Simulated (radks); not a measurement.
Spherical jellium clusters: N electrons in a uniform positive sphere of charge N and radius rs N^(1/3), rs = 2.45 bohr. Calculated with a radial shooting solver with Libxc functionals: non-relativistic Kohn-Sham, LDA (Slater exchange, Perdew-Wang correlation), spin-polarised, spherical densities. Levels are named by radial order and angular momentum (1s, 1p, 1d, 2s, ...), and open shells are averaged over m.

N = 25, configuration 1s2 1p6 1d10 2s2 1f(up 5, down 0). This is the lowest configuration that the search found. Occupied and some empty levels:

level,occupation,eigenvalue (eV),<r> (bohr)
1s up,1,-9.9256,4.305
1s down,1,-9.6500,4.154
1p up,3,-8.0253,5.218
1p down,3,-7.6123,5.136
1d up,5,-5.7391,5.911
1d down,5,-5.2546,5.886
2s up,1,-4.9215,5.178
2s down,1,-4.6280,5.259
1f up,5,-3.1865,6.597
1f down,0,-2.6853,6.643
2p up,0,-2.3571,6.756
2p down,0,-2.0857,6.890
1g up,0,-0.54398,7.590
2d up,0,-0.44536,9.808
2d down,0,-0.26622,10.53
1g down,0,-0.099622,7.902

Energy (eV): total -25.8001, kinetic 105.93, external -2764.1, Hartree 1344.5, exchange-correlation -136.61, background 1424.4.
